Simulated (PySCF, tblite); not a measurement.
Compound: C4H9ClSSi.
Geometry (GFN2-xTB, Å), atoms numbered from 1 in this order:
```
atom  x, y, z in Å
C1     3.3660   -0.3728    0.2364
S2     1.9819    0.2719   -0.7524
Si3    0.3263   -0.4480    0.4122
Cl4    0.5768    0.0299    2.3641
C5    -1.2096    0.3372   -0.3192
C6    -2.5610   -0.2107    0.0543
C7    -2.1541    1.1366    0.5384
H8     3.3453   -1.4578    0.2301
H9     3.2929    0.0041    1.2513
H10    4.2773   -0.0153   -0.2306
H11    0.3189   -1.9083    0.3423
H12   -1.1118    0.6788   -1.3422
H13   -2.6007   -1.0183    0.7696
H14   -3.3137   -0.2799   -0.7161
H15   -1.9223    1.2557    1.5858
H16   -2.6199    2.0059    0.0996
```

Jobs on this species (16 atoms, 80 electrons) with PySCF (density fitting) and tblite. Hardware of each: an Arm Neoverse N1 with one thread (shared host). Times come from a shared host and carry two figures at best.

```csv
level and settings,work,basis functions,SCF cycles,wall time
CAM-B3LYP/def2-SVPD,"8 singlets by full TDDFT, 3 Tamm–Dancoff triplets, polarisability",230,?,?
PBE0/pcSseg-1,"shieldings, ring-centre shieldings, charges and field gradients",185,?,?
GFN2-xTB,L-BFGS relaxation,–,–,1.5 s
GFN2-xTB,Hessian by finite differences,–,–,1.2 s
```

**Question.** Fill in the missing figures.

**Answer.** 
- CAM-B3LYP/def2-SVPD; 8 singlets by full TDDFT, 3 Tamm–Dancoff triplets, polarisability: 1.7 min, 12 SCF cycles
- PBE0/pcSseg-1; shieldings, ring-centre shieldings, charges and field gradients: 54 s, 13 SCF cycles

**Question.** What do all jobs in the table cost together?

**Answer.** About 2.6 min; the longest takes about 64 % of that, and about 85 times as long as the shortest.
